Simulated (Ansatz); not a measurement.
`IB1C[SiH2]1`, 8 atoms. The species carries charge 0 and has multiplicity 1. Correlated methods include outer-core shells of I, which these sets cover unevenly. I takes the def2 core potential. All runs use 2 threads of an Arm Neoverse V1 on a shared host. Correlated methods freeze the cores.

Task: How many basis functions does each run have, and how long does it take in Ansatz? RHF-MP2/def2-QZVPP energy; RKS ωB97M-V/def2-SVP energy; RKS ωB97M-V/def2-QZVPP energy; RKS B3LYP-D4/def2-TZVPP energy and forces; RHF-CCSD(T)/def2-SVP energy; direct RPA on PBE orbitals/def2-TZVPP energy; RKS CAM-B3LYP-D4/def2-TZVPP energy; RKS PBE0-D4/def2-QZVPP energy; RKS PBE0-D4/def2-TZVP frequencies; RHF-CCSD(T)/def2-TZVPP energy; RKS PBE0-D4/def2-SVP energy; RKS B97M-V/def2-TZVPP energy. (Best estimate.)

Result: Computed: Other jobs shared the machine, so times are rough.

```tsv
level	job	functions	wall time	peak host memory (GiB)
RKS PBE0-D4/def2-SVP	energy	92	2 s	0.18
RKS CAM-B3LYP-D4/def2-TZVPP	energy	210	6 s	0.54
RHF-CCSD(T)/def2-SVP	energy	92	7 s	0.35
RKS B3LYP-D4/def2-TZVPP	energy and forces	210	8 s	0.53
direct RPA on PBE orbitals/def2-TZVPP	energy	210	8.5 s	0.5
RKS ωB97M-V/def2-SVP	energy	92	9.5 s	0.28
RKS PBE0-D4/def2-QZVPP	energy	386	12 s	1.1
RKS B97M-V/def2-TZVPP	energy	210	15 s	0.32
RHF-MP2/def2-QZVPP	energy	386	26 s	1.8
RKS ωB97M-V/def2-QZVPP	energy	386	29 s	1.4
RKS PBE0-D4/def2-TZVP	frequencies	173	2.9 min	0.43
RHF-CCSD(T)/def2-TZVPP	energy	210	3 min	3.1
```

B3LYP here is the variant with VWN-RPA as its local correlation; programs differ in this.
